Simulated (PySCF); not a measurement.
Core-level binding energies of cyclo-(Cl2SiO)2

Cyclo-(Cl2SiO)2.
Cartesian coordinates in Å at the PBE0-D3(BJ)/def2-SVP level; atoms count from 1:
```xyz
8
Cl4O2Si2 angstrom
Si    -0.5056   -0.7098   -0.8218
Cl    -2.1647   -1.8155   -0.4928
Cl     0.1321   -0.9630   -2.7242
O     -0.6610    0.9023   -0.3593
Si     0.5398    0.6881    0.8009
Cl    -0.0972    0.9414    2.7038
Cl     2.1986    1.7948    0.4709
O      0.6961   -0.9240    0.3386
```

The calculation used PySCF, delta-SCF UKS SCAN, pcX-2 on the ionised atom, pcseg-1 elsewhere, spin-free X2C. Vertical ΔSCF values, vacuum level as zero.

Give the core binding energies atom by atom.

```
        atom(s)                     environment     level  binding energy (eV)  2p1/2 (eV)  count
        Si1/Si5  silicon bonded to 2 Cl and 2 O  Si 2p3/2               110.19      110.81      2
        Si1/Si5  silicon bonded to 2 Cl and 2 O     Si 1s              1850.44           –      2
Cl2/Cl3/Cl6/Cl7           chlorine bonded to Si  Cl 2p3/2               207.14      208.79      4
Cl2/Cl3/Cl6/Cl7           chlorine bonded to Si     Cl 1s              2829.72           –      4
          O4/O8           oxygen bonded to 2 Si      O 1s               538.95           –      2
```

Which photon energy gives electrons from Cl 1s of Cl2 (atom 2)/Cl3/Cl6/Cl7 a kinetic energy of 150 eV, and what is their de Broglie wavelength?

hν = 2829.72 + 150 = 2979.72 eV, recoil neglected; λ = 12.264 Å/√(E/eV) = 1.00 Å.

Give the binding energy of Cl 1s of Cl2/Cl3/Cl6/Cl7 in hartree and in kJ/mol.

2829.72 eV = 103.9903 Eh = 273026 kJ/mol.

Atoms equivalent by their bonding share one computed value, that of the first of them. The 2p values add to the ΔSCF energy of one spin-free hole a correction within the shell (spin–orbit coupling, ligand field). 2p1/2 minus 2p3/2 (ligand field included): Si 0.62 eV, Cl 1.65 eV. Geometry: PBE0-D3(BJ)/def2-SVP, one conformer, isolated molecule.
